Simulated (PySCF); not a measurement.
IMoN, triplet: data card

Computed with PySCF, UPBE0, basis Mo def2-SVP with ECP28, N def2-SVP, I def2-SVP with ECP28 (scalar-relativistic core potentials, no spin–orbit coupling, density fitting).

The structure is a minimum.

```json
{"Point group": "Cs", "Bond lengths": "Mo–I 2.668 Å, Mo–N 1.609 Å", "Bond angles": "I–Mo–N 116.9°", "Atomisation energy without zero-point energy": "777 kJ/mol", "Heat capacity Cp at 298.15 K": "49.8 J/(mol K)", "Dipole moment": "4.65 D", "Enthalpy at 298.15 K above 0 K": "13.12 kJ/mol", "Zero-point energy": "9.1 kJ/mol", "Rotational constants": "0.7322, 0.03638, 0.03466 cm⁻¹", "Entropy at 298.15 K and 1 bar (electronic part: spin only)": "319.7 J/(mol K)", "Lowest empty level (α)": "-3.47 eV", "Principal quadrupole moments (Buckingham, traceless) about the centre of mass": "-13.14, 0.06, 13.07 D Å", "Rotational symmetry number": "1", "Principal polarisabilities": "51.9, 55.5, 94.4 bohr³", "Spin squared ⟨S²⟩": "2.064", "Highest occupied level (α)": "-6.62 eV"}
```

Harmonic modes (masses in u: Mo 97.905, N 14.003, I 126.904):
| symmetry | ω (cm⁻¹) | IR (km/mol) | μ (u) | type |
| --- | --- | --- | --- | --- |
| a' | 126 | 3.9 | 18.03 | bend |
| a' | 230 | 31.7 | 69.52 | mixed |
| a' | 1169 | 107 | 15.66 | stretch |

Charges (e):
| atom | Mulliken | Löwdin | polar tensor | spin (Mulliken) | Mayer order to Mo1 |
| --- | --- | --- | --- | --- | --- |
| Mo1 | 0.46 | -0.13 | 1.16 | 2.39 | – |
| N2 | -0.21 | 0.03 | -0.64 | -0.38 | 2.97 |
| I3 | -0.24 | 0.09 | -0.52 | -0.01 | 1.17 |

Mulliken populations on Mo1 (electrons outside its core potential): s 2.36, p 6.34, d 4.81, f 0.04.

Outer orbital energies (eV). α occupied: -9.98, -9.70, -9.50, -8.70, -8.15, -7.41, -6.74, -6.62; empty: -3.47, -1.90, -0.73, 0.16. β occupied: -19.89, -18.62, -9.86, -9.57, -9.36, -8.48, -7.49, -7.27; empty: -2.63, -2.26, -2.22, -1.07.

Formally Mo is in oxidation state +4, d2, with 2 unpaired electrons (the high-spin count). The Mulliken spin on Mo is 2.39. The polar-tensor charge on Mo, 1.16, is far below the formal one.

Other isomers or separated fragments may lie lower. Open d and f shells are described by one determinant, and the ground state may have another occupation or spin. Spin–orbit coupling, left out here, can matter for elements this heavy.

The final relaxation and frequency run took 74 s on 2 threads of a shared Arm Neoverse N1 host, with 71 basis functions and 13 gradients; the process peaked at 0.7 GiB. Launch command: `OMP_NUM_THREADS=2 python axn.py task.json out`.
